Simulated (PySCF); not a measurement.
Identify the unknown among the candidates.

- 13C NMR: chemical shifts (computed TMS as zero) by class: 140.4 (1 C), 131.9 (1 C), 120.9 (1 C), 98.7 (1 C), -0.3 (3 C) ppm [GIAO KT3/pcSseg-1]
- 1H NMR: chemical shifts (computed TMS as zero) by class: 7.11 (1 H), 7.00 (1 H), 5.98 (1 H), 0.26 (9 H) ppm [GIAO KT3/pcSseg-1]
- UV, first state: lowest singlet excitation: 5.84 eV (212 nm, f = 0.109) [TDDFT CAM-B3LYP/def2-SVPD]
- UV, strongest line: among the 10 lowest singlet transitions: S7 at 7.26 eV (171 nm, f = 0.216) [TDDFT CAM-B3LYP/def2-SVPD]
- Rotational structure: rotational constants A, B, C: 2.356, 0.642, 0.603 GHz [PBE0-D3(BJ)/def2-SVP]
- Dipole: 2.15 D [CAM-B3LYP/def2-SVPD]
- NMR, other nuclei: isotropic shieldings of nuclei other than C and H, by class: 66 (1 O), 237 (1 O), 343 (1 Si) ppm [GIAO KT3/pcSseg-1]

Gas-phase values; electronic properties from PySCF, density fitting. Levels stand in brackets. One conformer (not necessarily the lowest) at the PBE0-D3(BJ)/def2-SVP geometry, without solvent, vibrations or thermal averaging. NMR values are class means; diastereotopic atoms form classes of their own.

Task: Which candidate is it?
A. `C[Si](C)(C)Oc1ccco1`
B. `FC(F)(F)O[C@H]1C=CC[SiH2]1`
C. `C[Si](C)(C)Oc1ccoc1`

Result: C. It is `C[Si](C)(C)Oc1ccoc1`. Numbering: `[CH3:1][Si:2]([CH3:3])([CH3:4])[O:5][c:6]1[cH:7][cH:8][o:9][cH:10]1`. Its formula, C7H12O2Si, gives 3 degrees of unsaturation: 1 ring and 2 π bonds in the structure found (Kekulé form). 7 carbons fall into 5 classes; from least to most shielded: aromatic carbon bearing oxygen [C6] (140.4 ppm), aromatic CH next to a ring oxygen [C8] (131.9 ppm), aromatic CH next to a ring oxygen [C10] (120.9 ppm), aromatic CH carbon [C7] (98.7 ppm), Si-methyl carbon [C1/C3/C4] (-0.3 ppm, 3 C). Hydrogen classes from least to most shielded: 1 H on an aromatic CH next to a ring oxygen, C10 (7.11 ppm), 1 H on an aromatic CH next to a ring oxygen, C8 (7.00 ppm), 1 H on an aromatic CH carbon, C7 (5.98 ppm), 9 H on 3 Si-methyl carbons, C1/C3/C4 (0.26 ppm, a mean of values up to 0.8 ppm apart in this geometry). The other shieldings belong to: 66 ppm, furan-type oxygen [O9]; 237 ppm, silyl ether oxygen [O5]; 343 ppm, oxygen-bound silicon [Si2]. By its constants the optimised geometry is an asymmetric top.

The others, at the same levels:
- `C[Si](C)(C)Oc1ccco1` fails: its computed strongest line among the 10 lowest singlet transitions is S2 at 5.85 eV (212 nm, f = 0.203) (against S7 at 7.26 eV), smallest rotational constant is 0.652 GHz (against 0.603 GHz) and dipole moment is 1.32 D (against 2.15 D).
- `FC(F)(F)O[C@H]1C=CC[SiH2]1` fails: it has 7 hydrogens where the 1H data count 12; its computed lowest singlet excitation is 6.69 eV (185 nm, f = 0.087) (against 5.84 eV), rotational constant A is 2.506 GHz (against 2.356 GHz) and dipole moment is 3.23 D (against 2.15 D).

Each candidate is one conformer, not necessarily the lowest. The conformers computed, where there is a choice (atom-mapped SMILES and torsion angles):
- `[CH3:1][Si:2]([CH3:3])([CH3:4])[O:5][c:6]1[cH:7][cH:8][o:9][cH:10]1`: C1–Si2–O5–C6 -178°, Si2–O5–C6–C7 -5°
- `[CH3:1][Si:2]([CH3:3])([CH3:4])[O:5][c:6]1[cH:7][cH:8][cH:9][o:10]1`: C1–Si2–O5–C6 60°, Si2–O5–C6–C7 -178°

The conformers of `FC(F)(F)O[C@H]1C=CC[SiH2]1` aren't listed.
